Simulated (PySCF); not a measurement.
Isomers of C5H5OPS, mass 143.980 u with the commonest isotopes. Method used: CAM-B3LYP/def2-SVPD in PySCF (dipole) on a GFN2-xTB geometry, gas phase. One conformer each, none proved a minimum here; rigid rotors.

Task: Order these by dipole moment, largest first.
A. `[CH3:1][c:2]1[cH:3][p:4][c:5]([CH:6]=[O:7])[s:8]1` with P4–C5–C6–O7 180°
B. `[CH3:1][C:2](=[O:3])[c:4]1[p:5][cH:6][cH:7][s:8]1` with C1–C2–C4–P5 177°
C. `[CH3:1][c:2]1[p:3][cH:4][s:5][c:6]1[CH:7]=[O:8]` with S5–C6–C7–O8 180°

Result: A (4.59 D), B (4.15 D), C (2.44 D).

Task: Order these by rotational constant C, largest first.
A. `[CH3:1][c:2]1[cH:3][p:4][c:5]([CH:6]=[O:7])[s:8]1` with P4–C5–C6–O7 180°
B. `[CH3:1][C:2](=[O:3])[c:4]1[p:5][cH:6][cH:7][s:8]1` with C1–C2–C4–P5 177°
C. `[CH3:1][c:2]1[p:3][cH:4][s:5][c:6]1[CH:7]=[O:8]` with S5–C6–C7–O8 180°

Result: B (886.7 MHz), C (865.8 MHz), A (831.0 MHz).

Task: Order these by rotational constant B, smallest first.
A. `[CH3:1][c:2]1[p:3][cH:4][s:5][c:6]1[CH:7]=[O:8]` with S5–C6–C7–O8 180°
B. `[CH3:1][c:2]1[cH:3][p:4][c:5]([CH:6]=[O:7])[s:8]1` with P4–C5–C6–O7 180°
C. `[CH3:1][C:2](=[O:3])[c:4]1[p:5][cH:6][cH:7][s:8]1` with C1–C2–C4–P5 177°

Result: B (1226 MHz), C (1362 MHz), A (1394 MHz).

```csv
SMILES,point group,Ia (u·Å²),Ib (u·Å²),Ic (u·Å²),κ,μa (D),μb (D),μc (D)
CC(=O)c1pccs1,near Cs,202.03,371.19,569.97,-0.41,2.60,3.24,0.04
Cc1pcsc1C=O,Cs,224.19,362.62,583.74,-0.24,2.19,1.09,0.00
Cc1cpc(C=O)s1,Cs,198.91,412.37,608.16,-0.54,4.42,1.24,0.00
```
